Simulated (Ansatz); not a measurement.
An input meant for the cluster PtF₂ (charge 0, singlet).

```yaml
crystal:
  periodic: [false, false, false]
  atoms:
    - {symbol: Xx, position_ang: [0.419505, 0.022811, 0.212609]}
    - {symbol: F, position_ang: [0.374173, -1.255640, -1.124966]}
    - {symbol: F, position_ang: [-0.793678, 1.232828, 0.912357]}
basis:
  gaussian: {orbitals: def2-SVP, nuclear_model: gaussian}
hamiltonian: {xc: {name: B3LYP5}}
```

```sh
$ ansatz run in.yaml --threads 4 --pin off --events-out ev --progress --plain --max-ram 3916MiB
```

(1) Predict how Ansatz answers.

Results:

(1) The program refused the input. An element symbol is wrong.
```
Error: YAML parse error: error: line 4 column 16: `Xx` is not an element symbol (H … Og, case-exact)
 --> <input>:4:16
2 |   periodic: [false, false, false]
3 |   atoms:
4 |     - {symbol: Xx, position_ang: [0.419505, 0.022811, 0.212609]}
5 |     - {symbol: F, position_ang: [0.374173, -1.255640, -1.124966]}
6 |     - {symbol: F, position_ang: [-0.793678, 1.232828, 0.912357]}
```
